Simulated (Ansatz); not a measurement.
Reaction (ligand exchange at a Zn–C bond): `O[CH2][Zn][F]` + HBr → `[F][Zn][Br]` + CH₃OH

Calculated with Ansatz (gas phase, PBE0-D4/def2-TZVP geometries, no zero-point term in ΔE). CBS: MP2 limit from def2 TZ/QZ plus the TZ coupled-cluster correction, frozen cores. This one scheme is used for every species. Functionals use def2-TZVPP. HSE06 is defined as in plane-wave codes. For Br, Zn outer-core shells are correlated without core-valence functions, which leaves a few kJ/mol of doubt a bond. Scalar relativity is left out up to krypton. Each species was taken in one conformer, which may not be the lowest.

(1) Is it downhill or uphill in electronic energy at CCSD(T)/CBS, and by how much? (Best estimate.)

(2) What do these levels give: LDA (SPW92), r2SCAN0-D4, HSE06, BHLYP, MP2/def2-QZVPP, SCS-MP2/def2-QZVPP? (Estimate.)

Largest T1 diagnostic among the species: 0.016.

Answers

(1) The calculation gave: Downhill: ΔE = -175.4 kJ/mol.

(2) Computed: LDA (SPW92) -135.8, r2SCAN0-D4 -174.0, HSE06 -165.4, BHLYP -182.8, MP2/def2-QZVPP -171.9, SCS-MP2/def2-QZVPP -175.6 kJ/mol.

Leaving LDA and LC-ωPBE aside and taking each functional with its dispersion term where it has one, the values, not all of them listed here, spread over 38.9 kJ/mol, from BHLYP-D4 to BLYP-D4. LDA lies +9.9 kJ/mol from PBE without D4. From PBE to PBE0 (25 % exact exchange), in def2-TZVPP and without D4, ΔE moves by −19.4 kJ/mol.
